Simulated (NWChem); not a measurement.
Species: C2H3BCl2; SMILES C=CB(Cl)Cl

```xyz
8

B     -0.1084    -0.1118     0.0007
Cl    -0.4711    -1.8285     0.0001
Cl     1.5803     0.3752    -0.0006
C     -1.2549     0.9233     0.0021
C     -1.0493     2.2497    -0.0015
H     -2.2860     0.5508     0.0056
H     -1.8759     2.9678    -0.0010
H     -0.0355     2.6641    -0.0052
```
Atoms are numbered in this order, from 1.

Level: PBE0/def2-SVP (NWChem), optimised geometry, unscaled harmonic frequencies. 

### Question
List the harmonic frequencies with IR intensities, and the thermochemistry.

### Answer
```csv
frequency (cm⁻¹),IR intensity (km/mol)
94,0.0
193,0.1
267,1.6
377,0.0
404,0.8
557,11.4
647,20.7
937,178.0
1026,30.0
1027,195.0
1044,9.6
1142,142.3
1298,11.2
1426,77.4
1692,70.9
3154,7.5
3182,1.8
3257,1.8
```

The zero-point energy is 31.0 kcal/mol. The thermal correction to the enthalpy at 298.15 K (with zero-point energy) comes out as 35.2 kcal/mol and the heat capacity Cv comes out as 18.5 cal/(mol K). The entropy at 298.15 K and 1 atm (symmetry number 1) comes out as 78.2 cal/(mol K) and the dipole moment is 1.85 D.

Rigid rotor and harmonic oscillator; modes under 100 cm⁻¹ make the entropy uncertain.
